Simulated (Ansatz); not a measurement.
The cluster Cs4H3. Charge 0, multiplicity 2. Geometry PBE0-D4/def2-TZVP; atoms count from 1.

```xyz
7

Cs    1.302    0.898   -3.661
Cs    2.133   -0.596    1.568
Cs   -1.700    0.020   -0.594
Cs   -1.104   -0.875    4.832
H    -1.318    1.031   -3.208
H     1.315   -0.045   -1.038
H    -0.629   -0.434    2.100
```

In the def2 sets Cs takes a core potential; there is no spin–orbit coupling. The structure comes from a short search, and lower isomers may exist.

Problem. Estimate the Mulliken populations from the PBE0/def2-TZVP orbitals of Ansatz.

Solution. 
```tsv
atom	charge (e)	spin (α − β)
Cs1	0.41	0.01
Cs2	0.54	0.20
Cs3	0.79	0.09
Cs4	0.10	0.67
H5	-0.53	0.00
H6	-0.66	0.00
H7	-0.67	0.03
```
Mulliken values and Mayer orders depend strongly on the basis.

Problem. Where does the spin sit?

Solution. Summed by element: Cs 0.97, H 0.03, of 1 unpaired in all. Largest on single atoms: Cs4 0.67, Cs2 0.20, Cs3 0.09.

Problem. And the Mayer bond orders between bonded heavy atoms (over 0.3)?

Solution. Cs2–Cs4 0.32 (4.60 Å).
